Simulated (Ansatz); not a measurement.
Input (CCSDT(Q)/cc-pVDZ; Ansatz, a first-principles code):

Ansatz 0.2 input:
```yaml
crystal:
  periodic: [false, false, false]
  atoms:
    - {symbol: Ga, position_ang: [-0.17298659, -0.29434677, 0.07238482]}
    - {symbol: H, position_ang: [-0.86582015, -1.64015716, 0.45225246]}
    - {symbol: F, position_ang: [1.44389415, -0.14098615, 0.79591367]}
    - {symbol: C, position_ang: [-0.71504487, 1.23992985, -1.02477642]}
    - {symbol: H, position_ang: [-1.62903204, 1.68464486, -0.62723197]}
    - {symbol: H, position_ang: [-0.92088543, 0.91920341, -2.04749329]}
    - {symbol: H, position_ang: [0.07354367, 1.99035501, -1.03602098]}
basis:
  gaussian:
    orbitals: cc-pVDZ
magnetization: {spin_polarized: false}
correlation: {method: ccsdt_q, electrons: outside_noble_gas}
```

Output:

```
Functional definition: HF
integrals: 0.08 GiB planned
1457 factors; integrals over basis functions are off by at most 2.3e-7 eV
mean field: 0.37 GiB planned
mean field evaluation 1: about -56131.4659 eV, gradient 3.5e1 eV
mean field evaluation 2: about -56131.5048 eV, gradient 3.5e1 eV
mean field evaluation 4: about -56134.2173 eV, gradient 2.5e0 eV
mean field evaluation 8: about -56134.2484 eV, gradient 1.6e-1 eV
mean field evaluation 16: about -56133.4046 eV, gradient 2.2e1 eV
mean field -56134.24849986 eV, -2062.8955832096 hartree, gradient 6.7e-7 eV, S^2 0.000000; 0 other end points of the search recorded, 0 dependent functions left out
16 core orbitals not correlated, not the lowest: weight in the atoms' cores, before any rotation towards them, 0.960 or more for the frozen orbitals, at most 0.040 for the correlated occupied ones
reference -56134.24849986 eV, -2062.8955832096 hartree; 9, 9 occupied and 50, 50 virtual orbitals, 1457 factors
second order -10.96992384 eV of doubles, -0.00000000 eV of singles
coupled cluster: 1.17 GiB planned
cycle   1  -11.37079661 eV  change   -4.0e-1 eV  update   9.6e-2
cycle   2  -11.75997675 eV  change   -3.9e-1 eV  update   4.9e-2
cycle   3  -12.01157956 eV  change   -2.5e-1 eV  update   2.4e-2
cycle   4  -12.01309494 eV  change   -1.5e-3 eV  update   8.0e-3
cycle   5  -12.00084256 eV  change    1.2e-2 eV  update   4.7e-3
cycle   6  -12.00195484 eV  change   -1.1e-3 eV  update   1.7e-3
cycle   7  -12.00332846 eV  change   -1.4e-3 eV  update   6.7e-4
cycle   8  -12.00319290 eV  change    1.4e-4 eV  update   3.2e-4
cycle   9  -12.00299034 eV  change    2.0e-4 eV  update   1.1e-4
cycle  10  -12.00307245 eV  change   -8.2e-5 eV  update   5.1e-5
cycle  11  -12.00302333 eV  change    4.9e-5 eV  update   2.3e-5
cycle  12  -12.00301889 eV  change    4.4e-6 eV  update   1.2e-5
cycle  13  -12.00301691 eV  change    2.0e-6 eV  update   3.8e-6
cycle  14  -12.00301735 eV  change   -4.4e-7 eV  update   1.8e-6
cycle  15  -12.00301536 eV  change    2.0e-6 eV  update   8.3e-7
cycle  16  -12.00301468 eV  change    6.8e-7 eV  update   4.2e-7
perturbative correction -0.02322208 eV, -0.0008533956 hartree
Total energy: -56146.27473662 eV, -2063.3375392590 hartree
```
